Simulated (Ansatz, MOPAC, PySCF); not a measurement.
Torsion H3–O1–Te2–H4 in H2OTe (SMILES O[TeH]); at each angle all else is relaxed with GFN2-xTB, and the levels are single points there.
Geometry at 90° (charge 0, multiplicity 1):
```xyz
4

O     -1.060     0.310     0.285
Te     0.832     0.742    -0.155
H     -1.415    -0.336    -0.326
H      0.400     1.973    -1.162
```

On the grid 0° to 330°, 0° is the highest and 90° the lowest point at MP2/CBS(def2-TZVPP, def2-QZVPP) + ΔCCSD(T)/def2-TZVPP.

Frozen-core correlation. Filled d and f shells under p-block atoms count as core. CBS: X⁻³ extrapolation of the correlation energy, Hartree–Fock from the larger set. The state that PM6 reach isn't checked.

The values were computed with Ansatz (a quantum-chemistry and plane-wave program) with Gaussian orbitals; MOPAC for PM6 (differences of heats of formation); PySCF for the dispersion terms.  In def2 rows elements past Kr take small-core potentials, without spin–orbit coupling.

```tsv
level	energy at 0° less that at 90° (meV)
PM6	145.9
PBE-D3(BJ)/def2-TZVPP	182.7
PBE-D4/def2-TZVPP	182.8
BLYP-D3(BJ)/def2-TZVPP	___
r2SCAN-D3(BJ)/def2-TZVPP	186.6
r2SCAN-D4/def2-TZVPP	186.6
PBE0/def2-TZVPP	184.1
PBE0-D3(BJ)/def2-TZVPP	183.7
MP2/CBS(def2-TZVPP, def2-QZVPP) + ΔCCSD(T)/def2-TZVPP	181.0
```

Task: What belongs in the gaps?

Result: 
- BLYP-D3(BJ)/def2-TZVPP, energy at 0° less that at 90° (meV): 175.0
